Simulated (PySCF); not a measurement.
Species: C3H11BN2.
SMILES with atom numbers: `[BH3-:1][NH2+:2][C@@H:3]1[CH2:4][C@H:5]1[NH2:6]` (hydrogens: H7, H8, H9 on B1; H10, H11 on N2; H12 on C3; H13, H14 on C4; H15 on C5; H16, H17 on N6)

A GFN2-xTB structure was refined with PBE0-D3(BJ)/def2-SVP geometry optimisation, gas phase (PySCF). Its GFN2-xTB values:

| coordinate | GFN2-xTB |
| --- | --- |
| B1–N2 | 1.656 Å |
| B1–H7 | 1.193 Å |
| B1–H9 | 1.188 Å |
| N2–C3 | 1.444 Å |
| N2–H10 | 1.015 Å |
| N2–H11 | 1.017 Å |
| C3–C4 | 1.508 Å |
| C3–C5 | 1.493 Å |
| C3–H12 | 1.083 Å |
| C4–C5 | 1.518 Å |
| C4–H13 | 1.080 Å |
| C4–H14 | 1.080 Å |
| C5–N6 | 1.424 Å |
| C5–H15 | 1.085 Å |
| N6–H16 | 1.014 Å |
| B1–N2–C3 | 114.6° |
| N2–C3–C4 | 120.2° |
| N2–C3–C5 | 120.4° |
| C3–C4–C5 | 59.1° |
| C3–C5–C4 | 60.1° |
| C3–C5–N6 | 120.6° |
| C4–C3–C5 | 60.8° |
| C4–C5–N6 | 123.5° |
| B1–N2–C3–C4 | 173° |
| N2–C3–C5–C4 | 110° |

Q: How do these coordinates change at the PBE0-D3(BJ)/def2-SVP level?

A: 
| coordinate | PBE0-D3(BJ)/def2-SVP (Å or °) | change |
| --- | --- | --- |
| B1–H9 | 1.223 | +0.035 |
| B1–H7 | 1.226 | +0.033 |
| B1–N2 | 1.633 | -0.023 |
| C4–H14 | 1.095 | +0.015 |
| C4–H13 | 1.094 | +0.014 |
| C5–H15 | 1.099 | +0.014 |
| C3–H12 | 1.094 | +0.011 |
| C3–C5 | 1.483 | -0.010 |
| N2–C3 | 1.452 | +0.008 |
| C3–C4 | 1.501 | -0.007 |
| N2–H10 | 1.021 | +0.006 |
| N2–H11 | 1.022 | +0.005 |
| C5–N6 | 1.421 | -0.003 |
| N6–H16 | 1.017 | +0.003 |
| C4–C5 | 1.521 | +0.003 |
| C4–C5–N6 | 124.9 | +1.4 |
| N2–C3–C4 | 121.4 | +1.2 |
| C4–C3–C5 | 61.3 | +0.5 |
| C3–C4–C5 | 58.8 | -0.3 |
| N2–C3–C5 | 120.0 | -0.4 |
| C3–C5–N6 | 120.3 | -0.3 |
| B1–N2–C3 | 114.9 | +0.3 |
| C3–C5–C4 | 60.0 | -0.1 |
| B1–N2–C3–C4 | 167 | -6 |
| N2–C3–C5–C4 | 112 | +2 |

The energy falls by 0.085 eV over 8 energy and gradient evaluations, the largest force component goes from 0.0151 to 3.6e-04 Eh/bohr, and the atoms move by 0.106 Å rms after alignment. Among the bonds, B1–H8 and B1–H9 change most and about equally (+0.035 Å). Bonds longer at the end by more than 0.005 Å: 10 of 17; shorter: 3. Among the dihedrals that turn most is H15–C5–N6–H16, from 66° to 78°. Rotational constants go from 6420, 2161, 1790 to 6178, 2244, 1824 MHz.

The run used 139 basis functions and 46 SCF cycles in all.

No frequency check. The numbers are those of one conformer.
